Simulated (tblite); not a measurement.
C8H6N (doublet state).
Atom-mapped SMILES: `[CH2:1]=[C:2]1[CH:3]=[C:4][C:5]([CH2:6][C:7]#[N:8])=[CH:9]1` (hydrogens: H10, H11 on C1; H12 on C3; H13, H14 on C6; H15 on C9)

Structure optimised with GFN2-xTB, isolated species. This method treats the open shell by occupation alone, without spin polarisation.

What internal coordinates does the optimisation give?

```csv
bond,length (Å),order
C1=C2,1.332,double
C2–C3,1.481,single
C3=C4,1.327,double
C4–C5,1.455,single
C5–C6,1.495,single
C6–C7,1.441,single
C7≡N8,1.143,triple
C5=C9,1.349,double
C2–C9,1.464,single
C1–H10,1.077,single
C1–H11,1.078,single
C3–H12,1.071,single
"C6–H13, C6–H14",1.096,single
C9–H15,1.074,single
```

Bonds in one row agree within 0.01 Å and their mean is given. Orders are formal, as drawn. A selection of angles:
```csv
angle,degrees
C1–C2–C3,126.3
C1–C2–C9,127.6
C3–C2–C9,106.2
C2–C3–C4,105.8
C3–C4–C5,112.4
C4–C5–C6,123.6
C4–C5–C9,106.9
C6–C5–C9,129.5
C5–C6–C7,112.1
C6–C7–N8,179.7
C2–C9–C5,108.7
```

Dihedral angles: C1–C2–C3–C4 180° (antiperiplanar); C2–C3–C4–C5 0° (synperiplanar); C3–C4–C5–C6 180° (antiperiplanar); C4–C5–C6–C7 180° (antiperiplanar); C4–C5–C9–C2 0° (synperiplanar); C1–C2–C9–C5 180° (antiperiplanar).

C2 (carbon bonded to 3 C) is planar (angles 127.6°, 126.3° and 106.2°, sum 360.0°, 0.00 Å off the plane of its three neighbours). C5 (carbon bonded to 3 C) is planar (angles 129.5°, 123.6° and 106.9°, sum 360.0°, 0.00 Å off the plane of its three neighbours). C1 (carbon bonded to C and 2 H) is planar (angles 121.9°, 121.2° and 117.0°, sum 360.0°, 0.00 Å off the plane of its three neighbours). Of the pairs four or more bonds apart, C7···H15 is among the closest relative to their van der Waals radii: 2.75 Å, 95 % of the sum of Bondi's values. The 9 heavy atoms lie in one plane (0.000 Å rms). C9 (carbon bonded to 2 C and H) is planar (angles 127.1°, 124.2° and 108.7°, sum 360.0°, 0.00 Å off the plane of its three neighbours). The C–C distances run from 1.327 Å (C3=C4, drawn double) to 1.495 Å (C5–C6, drawn single), a spread of 0.168 Å.

Point group: Cs (tolerance 0.08 Å). Its GFN2-xTB frequencies are all real (lowest 31 cm⁻¹). 3 starts were optimised and ended at 0.00, 0.00 and 0.32 kcal/mol (GFN2-xTB); the lowest of these is shown.

One conformer stands for the species.

The numbers are calculated, not measured.
